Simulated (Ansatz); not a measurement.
Cost and result for the atomization energy of CH7FGeO2Si (`[OH][GeH2][CH2][SiH](O)F`) (13 atoms, 12 bonds).

```xyz
13

O     1.229    0.448   -1.406
Ge    0.503   -1.128   -0.908
C    -0.147   -0.755    0.884
Si   -0.936    0.925    1.040
O     0.062    2.091    0.516
F    -2.274    0.864    0.160
H     1.481    0.494   -2.330
H     1.614   -2.194   -0.952
H    -0.619   -1.480   -1.902
H     0.701   -0.821    1.572
H    -0.863   -1.534    1.162
H    -1.349    1.261    2.417
H     0.597    1.829   -0.251
```

Total charge 0; spin multiplicity 1. Correlated methods include outer-core shells of Ge, which these sets cover unevenly. Scalar relativity is left out up to krypton. The geometry is a stationary point of PBE0-D4/def2-TZVP. It is one conformer, not always the lowest. Program: Ansatz. All runs use 2 threads of an AMD EPYC 7R13 on a shared host and a share of an NVIDIA H100 80 GB. Times are those of one run each, without the atoms' runs, and a repeat can differ threefold. Electronic energies, without spin–orbit coupling; frozen cores. CCSD(T)/CBS adds CCSD(T) − MP2 in def2-TZVPP to the MP2 limit, and its time is that of the two runs behind it. T1 = 0.012. With those shells the extrapolation isn't a true limit. B3LYP takes the VWN-RPA correlation (the form of Gaussian; ORCA's B3LYP/G).

CCSD(T)/CBS is a level of theory with its own doubt, some kJ/mol a heavy atom from the limit and from the frozen cores, so smaller differences don't rank the functionals.

```
                             level  functions  wall time
                PBE0-D4/def2-TZVPP        312      3.3 s
   PBE-D4/def2-TZVPP (with forces)        312      3.4 s
r2SCAN-D4/def2-TZVPP (with forces)        312      3.6 s
 B3LYP-D4/def2-TZVPP (with forces)        312      4.4 s
                ωB97X-V/def2-TZVPP        312        6 s
                 B2PLYP/def2-TZVPP        312        6 s
                    MP2/def2-QZVPP        597        7 s
  ωB97M-V/def2-TZVPP (with forces)        312        9 s
                CCSD(T)/def2-TZVPP        312       13 s
                 CCSD(T)/CBS(def2)          –       20 s
```

(1) What atomization energy does each give, and how far from CCSD(T)/CBS? (Estimate.)

Answers

(1) Computed: 
| level | atomization (kJ/mol) | difference from CCSD(T)/CBS | per bond |
| --- | --- | --- | --- |
| PBE0-D4/def2-TZVPP | 4724.0 | -85.7 | -7.1 |
| PBE-D4/def2-TZVPP (with forces) | 4807.6 | -2.1 | -0.2 |
| r2SCAN-D4/def2-TZVPP (with forces) | 4783.1 | -26.6 | -2.2 |
| B3LYP-D4/def2-TZVPP (with forces) | 4743.5 | -66.2 | -5.5 |
| ωB97X-V/def2-TZVPP | 4793.6 | -16.1 | -1.3 |
| B2PLYP/def2-TZVPP | 4716.3 | -93.4 | -7.8 |
| MP2/def2-QZVPP | 4852.2 | 42.5 | 3.5 |
| ωB97M-V/def2-TZVPP (with forces) | 4778.0 | -31.7 | -2.6 |
| CCSD(T)/def2-TZVPP | 4683.4 | -126.3 | -10.5 |
| CCSD(T)/CBS(def2) | 4809.7 | 0.0 | 0.0 |

In def2-TZVPP, CCSD(T) changes the Hartree–Fock value by +1227.1 kJ/mol (the triples alone add +68.7 kJ/mol) and MP2 by +1320.7 kJ/mol; breaking electron pairs costs correlation energy, which Hartree–Fock lacks. From PBE to PBE0 (25 % exact exchange), in def2-TZVPP and without D4, the atomization energy moves by −78.9 kJ/mol: exact exchange takes away binding that semilocal exchange gives to molecules. The D4 term adds +50.3 kJ/mol with B3LYP and +26.5 kJ/mol with PBE0; it sums over pairs of atoms, weighted by their polarisabilities, and B3LYP, whose exchange is more repulsive, gets the larger term.
